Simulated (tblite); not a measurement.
Run record: tight-binding relaxation, `F[C@]12CCC[C@](F)(C1)C2`.

Computed with GFN2-xTB geometry optimisation, gas phase (tblite 0.8.0). Start geometry: from a force field or distance geometry. The command runs a driver script over a list of jobs; the input below is this job's line of settings and its coordinates in Å.

Command:
```bash
OMP_NUM_THREADS=1 python probes_run.py task.json out
```

Input:
```
{"job": {"kind": "relax", "xc": "GFN2-xTB", "basis": "xTB"}, "charge": 0, "multiplicity": 1}
F     -1.232800     2.003400    -1.095400
C     -0.642800     0.945700    -0.537800
C      0.889600     1.017900    -0.712100
C      1.586100     0.060000     0.231400
C      0.765800    -1.215000     0.524100
C     -0.736100    -0.895100     0.481400
F     -1.438600    -1.887900     1.050400
C     -1.180600    -0.449800    -0.930800
C     -1.090100     0.556700     0.914600
H      1.230000     2.039400    -0.518000
H      1.136200     0.783000    -1.755700
H      1.740900     0.567900     1.196800
H      2.581000    -0.200700    -0.119800
H      1.052600    -1.619500     1.492400
H      0.995300    -1.975600    -0.225400
H     -0.702700    -0.945100    -1.769900
H     -2.270400    -0.483500    -1.090200
H     -2.163900     0.715200     1.106800
H     -0.529200     0.992200     1.749900
```

Output:
```
step      E/eV     max force
  0    -804.31879    1.924
  1    -804.41898    0.662
  2    -804.44078    0.477
  3    -804.47367    0.324
  4    -804.48323    0.232
  5    -804.49137    0.165
  6    -804.49520    0.161
  7    -804.49842    0.122
  8    -804.49985    0.084
  9    -804.50093    0.068
... (16 lines left out)
 26    -804.50800    0.010
 27    -804.50802    0.011
 28    -804.50804    0.012
 29    -804.50806    0.010
 30    -804.50808    0.012
 31    -804.50811    0.012
 32    -804.50815    0.014
 33    -804.50819    0.016
 34    -804.50823    0.012
 35    -804.50826    0.010
```

«max force» is the largest atomic force in eV/Å.

**Question.** From which step on does the largest force stay under 0.1 eV/Å, and how much energy is left to gain from there?

**Answer.** From step 8 (0.084 eV/Å), 8.4 meV above the end.

In short: energy lowered by 4.4 kcal/mol over 35 steps; largest atomic force 0.010 eV/Å at the end.

**Question.** Where do the atoms end?

**Answer.** 0.056 Å rms from the input after alignment:
```
atom  x, y, z in Å
F1    -1.2970    1.9999   -1.0806
C2    -0.6504    0.9208   -0.5246
C3     0.8591    1.0283   -0.7078
C4     1.5665    0.0608    0.2540
C5     0.7447   -1.2090    0.5257
C6    -0.7426   -0.8798    0.4675
F7    -1.4948   -1.8713    1.0535
C8    -1.1349   -0.4682   -0.9562
C9    -1.0218    0.5601    0.9207
H10    1.1764    2.0535   -0.5103
H11    1.1016    0.7998   -1.7476
H12    1.7412    0.5736    1.2001
H13    2.5430   -0.2101   -0.1466
H14    0.9888   -1.6111    1.5102
H15    0.9597   -1.9846   -0.2119
H16   -0.6222   -0.9510   -1.7842
H17   -2.2107   -0.4975   -1.1087
H18   -2.0812    0.7171    1.1069
H19   -0.4352    0.9778    1.7324
```

The run took 0.17 s of wall time on Arm Neoverse V2, one thread, on a shared host.
Labels such as C1 count atoms from 1, the log's own numbers from 0.
